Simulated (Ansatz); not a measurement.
`CCO[SiH2]C` + `CCCC(C)C` → `CCC(C)C(C)C` + `CCO[SiH3]`  (formal exchange of groups at a C–Si bond)

Gas-phase electronic energies from Ansatz, PBE0-D4/def2-TZVP geometries. CCSD(T)/CBS adds triple-zeta CCSD(T) − MP2 to the extrapolated MP2 energy (def2 sets, frozen cores). Functionals use def2-TZVPP. One conformer a species, not always the lowest.

`CCO[SiH2]C`:

Cartesian coordinates in Å:
```
C 0.980 0.064 -2.154
C 0.397 -0.969 -1.217
O 0.399 -0.523 0.124
Si -0.837 0.315 0.814
C -0.456 0.477 2.623
H 1.996 0.322 -1.851
H 1.011 -0.324 -3.176
H 0.381 0.978 -2.155
H 0.993 -1.886 -1.249
H -0.622 -1.237 -1.530
H -0.989 1.663 0.190
H -2.117 -0.421 0.585
H -0.369 -0.505 3.091
H 0.483 1.014 2.772
H -1.250 1.032 3.131
```

`CCCC(C)C`:

Z-matrix (Å, degrees):
```
C
C 1 1.520
H 1 1.094 2 111.0
H 1 1.093 2 111.9 3 120.0
H 1 1.092 2 111.2 3 -119.9
C 2 1.524 1 114.0 3 -55.5
H 2 1.095 1 109.6 3 -179.1
H 2 1.095 1 109.1 3 65.7
C 6 1.528 2 116.1 1 -59.8
H 6 1.098 2 109.0 1 177.7
H 6 1.097 2 108.7 1 62.6
C 9 1.522 6 110.1 2 177.8
C 9 1.522 6 112.2 2 -58.6
H 9 1.097 6 108.2 2 60.5
H 12 1.093 9 111.4 6 -177.4
H 12 1.095 9 110.7 6 62.8
H 12 1.093 9 111.4 6 -56.9
H 13 1.093 9 111.0 6 -178.0
H 13 1.095 9 110.6 6 -58.6
H 13 1.092 9 112.2 6 61.7
```

`CCC(C)C(C)C`:

```xyz
23

C     0.014   -0.470    2.595
C    -0.504   -0.204    1.191
C     0.598   -0.010    0.150
C     1.375    1.278    0.395
C     0.086   -0.088   -1.300
C    -0.346   -1.497   -1.680
C    -1.025    0.909   -1.607
H    -0.808   -0.651    3.291
H     0.591    0.372    2.985
H     0.663   -1.351    2.612
H    -1.144   -1.040    0.891
H    -1.149    0.683    1.204
H     1.304   -0.844    0.267
H     0.719    2.153    0.355
H     2.157    1.413   -0.358
H     1.859    1.278    1.373
H     0.943    0.169   -1.936
H     0.446   -2.224   -1.480
H    -0.591   -1.554   -2.744
H    -1.235   -1.812   -1.127
H    -0.738    1.934   -1.362
H    -1.936    0.672   -1.050
H    -1.278    0.884   -2.670
```

`CCO[SiH3]`:

Z-matrix (Å, degrees):
```
C
C 1 1.508
H 1 1.092 2 110.5
H 1 1.093 2 110.4 3 120.1
H 1 1.092 2 110.5 3 -119.9
O 2 1.416 1 109.3 3 59.9
H 2 1.098 1 110.3 3 -60.9
H 2 1.099 1 110.3 3 -179.2
Si 6 1.642 2 122.3 1 -180.0
H 9 1.491 6 111.0 2 59.9
H 9 1.481 6 106.6 2 -180.0
H 9 1.491 6 111.0 2 -59.9
```

| level | ΔE (eV) |
| --- | --- |
| r2SCAN-D4 | 0.56 |
| PBE0 | 0.57 |
| MP2/def2-TZVPP | 0.47 |
| CCSD/def2-TZVPP | 0.49 |

Question: What does CCSD(T)/CBS give? (An estimate is asked.)

Answer: Ansatz gave: +0.50 eV. The listed levels differ from it by 0.06, 0.07, -0.03, -0.01 eV.

Largest T1 diagnostic among the species: 0.010.

The D4 term adds −0.05 eV with B3LYP and −0.03 eV with PBE0; it sums over pairs of atoms, weighted by their polarisabilities, and B3LYP, whose exchange is more repulsive, gets the larger term. In def2-TZVPP, CCSD(T) changes the Hartree–Fock value by −0.08 eV (the triples alone add −0.01 eV) and MP2 by −0.08 eV.

B3LYP here is the variant with VWN-RPA as its local correlation; programs differ in this.
